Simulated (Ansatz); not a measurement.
The same path of CH6BFO2Si (12 atoms, charge 0, multiplicity 1) was run twice with different band settings. The coordinate that changes most is the dihedral H8–B1–Si2–F4.

Theory: RKS B3LYP-D4/6-31G* (Ansatz).

Relaxed end points:

```xyz
12
Properties=species:S:1:pos:R:3
B 0.231 -2.040 -0.146
Si -0.411 -0.342 0.715
O -0.196 -0.430 2.347
F -1.978 -0.159 0.345
O 0.373 1.032 0.236
C 0.329 1.539 -1.094
H 0.784 -2.034 -1.205
H 0.064 -3.098 0.380
H -0.101 0.427 2.789
H 0.631 0.776 -1.825
H -0.677 1.894 -1.348
H 1.028 2.378 -1.159
```

```xyz
12
Properties=species:S:1:pos:R:3
B 0.225 -2.039 -0.148
Si -0.412 -0.341 0.715
O -0.202 -0.430 2.347
F -1.978 -0.152 0.344
O 0.378 1.030 0.237
C 0.335 1.538 -1.092
H 0.048 -3.099 0.370
H 0.785 -2.031 -1.205
H -0.104 0.424 2.793
H 0.642 0.776 -1.822
H -0.672 1.889 -1.349
H 1.030 2.379 -1.156
```

Common settings: spring 5.0 eV/Å²; optimiser quadratic models (default); start path IDPP; force threshold 0.05 eV/Å; iteration limit 60; end points relaxed.

| run | movable images | climbing image |
| --- | --- | --- |
| 1 | 7 | yes |
| 2 | 6 | no |

(1) What does each run give, and how far can it be trusted?

## Answers

(1) Run 1: converged after 14 iterations, highest image 0.046 eV above the first end. A vibrational analysis at the climbing image gives one clearly imaginary mode, 100i cm⁻¹: a first-order saddle point.
Run 2: converged after 9 iterations, highest image 0.048 eV above the first end. No image climbed, so the highest image needn't sit at the top of the path.
